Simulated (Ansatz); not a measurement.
The first iterations of a band of C₂H₉FOSi₂ (15 atoms, charge 0, multiplicity 1).

The calculation used RKS LDA/def2-SVP in Ansatz.

```yaml
movable_images: 5
climbing_image: yes
spring: 5.0 eV/Å²
optimiser: quadratic models (default)
start_path: through a guess of the saddle point
force_threshold: 0.2 eV/Å
iteration_limit: 60
end_points: relaxed
```

First end point:

```xyz
15
Properties=species:S:1:pos:R:3
C 0.653 -2.623 0.718
Si 0.387 -1.299 -0.582
Si 0.056 0.810 0.350
F -1.301 0.757 1.296
C -0.455 2.217 -0.792
O -1.079 3.167 0.028
H 0.802 -3.616 0.244
H -0.227 -2.685 1.391
H 1.547 -2.394 1.335
H -0.810 -1.623 -1.444
H 1.585 -1.192 -1.498
H 1.178 1.239 1.262
H 0.426 2.685 -1.287
H -1.113 1.840 -1.621
H -1.671 2.666 0.629
```

Last end point:

```xyz
15
Properties=species:S:1:pos:R:3
C 0.623 -2.614 0.671
Si 0.549 -1.244 -0.606
Si -0.196 0.709 0.430
F -1.418 0.251 1.417
C -0.763 2.078 -0.724
O -1.066 3.273 -0.062
H 0.851 -3.594 0.201
H -0.355 -2.687 1.190
H 1.402 -2.400 1.433
H -0.421 -1.596 -1.710
H 1.895 -1.000 -1.248
H 0.855 1.338 1.324
H 0.011 2.191 -1.535
H -1.684 1.737 -1.253
H -0.304 3.508 0.502
```

| iteration | highest image above the first end (eV) | largest band force component (eV/Å) |
| --- | --- | --- |
| 1 | 0.705 | 5.310 |
| 2 | 0.290 | 2.237 |

Problem. Does the band converge within its limit, and where does its top end?

Solution. The forces met the threshold. It ended after 5 iterations with the highest image 0.137 eV above the first end. The threshold of 0.2 eV/Å is loose, so the images may lie well off the minimum-energy path. The order of the stationary point at the top wasn't checked.

Run time: 42 s on 2 threads of Intel(R) Xeon(R) Platinum 8488C (Sapphire Rapids), with other jobs on the host, peak memory 0.2 GiB.
